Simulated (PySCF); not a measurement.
**C5H8OP2S: core ionisation energies**

Compound: C₅H₈OP₂S.
Cartesian coordinates in Å at the PBE0-D3(BJ)/def2-SVP level; atoms count from 1:
```xyz
17
C5H8OP2S angstrom
C     -1.638   -0.593    0.933
P     -0.753    0.094   -0.493
O     -0.757   -0.738   -1.737
P     -1.736    2.067   -0.794
C      0.925    0.392    0.097
C      2.042    0.020   -0.614
C      3.253    0.373    0.042
C      3.035    1.011    1.236
S      1.360    1.182    1.570
H     -2.695   -0.729    0.664
H     -1.195   -1.572    1.172
H     -1.559    0.068    1.809
H     -0.747    2.453   -1.746
H     -1.059    2.692    0.301
H      1.963   -0.496   -1.572
H      4.248    0.162   -0.351
H      3.773    1.386    1.944
```

The calculation used delta-SCF UKS SCAN, pcX-2 on the ionised atom, pcseg-1 elsewhere, spin-free X2C in PySCF 2.14.0. Binding energies are ΔSCF values: E(core-ionised, relaxed orbitals) − E(ground state) at a fixed geometry, referred to the vacuum level.

Q: What binding energy does each computed site have?

A: 
| atom(s) | environment | level | binding energy (eV) | 2p1/2 (eV) | above the level's lowest (eV) | count |
| --- | --- | --- | --- | --- | --- | --- |
| S9 | thiophene-type sulfur | S 1s | 2478.12 | – | 0.00 | 1 |
| P2 | phosphoryl phosphorus | P 1s | 2151.84 | – | +1.89 | 1 |
| P4 | three-coordinate phosphorus | P 1s | 2149.95 | – | 0.00 | 1 |
| O3 | phosphoryl oxygen | O 1s | 535.97 | – | 0.00 | 1 |
| C8 | aromatic CH next to a ring sulfur | C 1s | 290.90 | – | +0.43 | 1 |
| C1 | sp3 carbon bound to phosphorus | C 1s | 290.86 | – | +0.39 | 1 |
| C5 | substituted aromatic carbon | C 1s | 290.63 | – | +0.16 | 1 |
| C7 | aromatic CH carbon | C 1s | 290.60 | – | +0.13 | 1 |
| C6 | aromatic CH carbon | C 1s | 290.47 | – | 0.00 | 1 |
| P2 | phosphoryl phosphorus | P 2p3/2 | 137.88 | 138.77 | +1.44 | 1 |
| P4 | three-coordinate phosphorus | P 2p3/2 | 136.44 | 137.33 | 0.00 | 1 |

The listed C 1s values span 0.43 eV, from C6 (bonded to 2 C (aromatic in the SMILES) and H) to C8 (bonded to S (aromatic in the SMILES), C (aromatic in the SMILES) and H). The values 290.60 and 290.63 eV; the values 290.86 and 290.90 eV lie too close for their order to be trusted.

Lowest listed P 1s: P4, bonded to 2 H and P. Highest, 1.89 eV above it: P2, bonded to O (double bond), 2 C and P. Summing the Pauling electronegativity differences to the bonded atoms, each weighted by its formal bond order, gives +0.02 for the lowest site and +3.22 for the highest.

Lowest listed P 2p3/2: P4, bonded to 2 H and P. Highest, 1.44 eV above it: P2, bonded to O (double bond), 2 C and P. Summing the Pauling electronegativity differences to the bonded atoms, each weighted by its formal bond order, gives +0.02 for the lowest site and +3.22 for the highest.

Q: Which effective nuclear charge Zeff reproduces each element's mean 1s value in the hydrogen-like formula E = 13.606 eV × Zeff²?

A: C (Z = 6): mean 290.7 eV, Zeff = 4.62, Z − Zeff = 1.38; O (Z = 8): mean 536.0 eV, Zeff = 6.28, Z − Zeff = 1.72; P (Z = 15): mean 2150.9 eV, Zeff = 12.57, Z − Zeff = 2.43; S (Z = 16): mean 2478.1 eV, Zeff = 13.50, Z − Zeff = 2.50. Means run over the listed sites, weighted by atom count.

Q: Which photon energy gives electrons from C 1s of C7 a kinetic energy of 150 eV, and what is their de Broglie wavelength?

A: hν = 290.60 + 150 = 440.60 eV, recoil neglected; λ = 12.264 Å/√(E/eV) = 1.00 Å.

Not every level is listed. Spin–orbit and ligand-field terms were added within each 2p shell after the spin-free SCF. 2p1/2 minus 2p3/2 (ligand field included): P 0.89 eV. One conformer (not necessarily the lowest) at the PBE0-D3(BJ)/def2-SVP geometry, without solvent, vibrations or thermal averaging.
